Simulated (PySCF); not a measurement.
Isomers of C4H6F3O2P, mass 174.006 u with the commonest isotopes. Level of theory: PBE0/pcSseg-1 in PySCF (dipole) on a GFN2-xTB geometry, gas phase. One conformer each, none proved a minimum here; rigid rotors.

Task: Order these by out-of-plane moment Σ m c² = (Ia + Ib − Ic)/2, largest first.
A. `[CH2:1]=[CH:2][P@:3](=[O:4])([OH:5])[CH2:6][C:7]([F:8])([F:9])[F:10]` with C1–C2–P3–O4 -11°, C2–P3–O5–H 133°, C2–P3–C6–C7 77°
B. `[CH3:1][CH2:2][P@:3](=[O:4])([OH:5])[C:6]([F:7])=[C:8]([F:9])[F:10]` with C1–C2–P3–O4 51°, C2–P3–O5–H 147°, C2–P3–C6–F7 127°
C. `[O:1]=[P@@:2]([OH:3])([CH:4]1[CH2:5][CH2:6]1)[C:7]([F:8])([F:9])[F:10]` with O1–P2–O3–H -9°, O1–P2–C4–C5 -161°

Result: C (104.22 u·Å²), A (91.29 u·Å²), B (73.74 u·Å²).

Task: Order these by rotational constant B, smallest first.
A. `[CH2:1]=[CH:2][P@:3](=[O:4])([OH:5])[CH2:6][C:7]([F:8])([F:9])[F:10]` with C1–C2–P3–O4 -11°, C2–P3–O5–H 133°, C2–P3–C6–C7 77°
B. `[CH3:1][CH2:2][P@:3](=[O:4])([OH:5])[C:6]([F:7])=[C:8]([F:9])[F:10]` with C1–C2–P3–O4 51°, C2–P3–O5–H 147°, C2–P3–C6–F7 127°
C. `[O:1]=[P@@:2]([OH:3])([CH:4]1[CH2:5][CH2:6]1)[C:7]([F:8])([F:9])[F:10]` with O1–P2–O3–H -9°, O1–P2–C4–C5 -161°

Result: A (786.3 MHz), B (806.4 MHz), C (962.3 MHz).

Task: Order these by dipole moment, largest first.
A. `[CH2:1]=[CH:2][P@:3](=[O:4])([OH:5])[CH2:6][C:7]([F:8])([F:9])[F:10]` with C1–C2–P3–O4 -11°, C2–P3–O5–H 133°, C2–P3–C6–C7 77°
B. `[O:1]=[P@@:2]([OH:3])([CH:4]1[CH2:5][CH2:6]1)[C:7]([F:8])([F:9])[F:10]` with O1–P2–O3–H -9°, O1–P2–C4–C5 -161°
C. `[CH3:1][CH2:2][P@:3](=[O:4])([OH:5])[C:6]([F:7])=[C:8]([F:9])[F:10]` with C1–C2–P3–O4 51°, C2–P3–O5–H 147°, C2–P3–C6–F7 127°

Result: B (3.57 D), C (2.51 D), A (1.48 D).

| SMILES | point group | Ia (u·Å²) | Ib (u·Å²) | Ic (u·Å²) | κ | μa (D) | μb (D) | μc (D) |
| --- | --- | --- | --- | --- | --- | --- | --- | --- |
| CC[P@](=O)(O)C(F)=C(F)F | C1 | 288.99 | 626.73 | 768.25 | -0.73 | 1.13 | 0.33 | 2.21 |
| C=C[P@](=O)(O)CC(F)(F)F | C1 | 255.42 | 642.77 | 715.61 | -0.87 | 0.77 | 1.26 | 0.01 |
| O=[P@@](O)(C1CC1)C(F)(F)F | C1 | 291.63 | 525.18 | 608.37 | -0.71 | 3.07 | 1.32 | 1.26 |
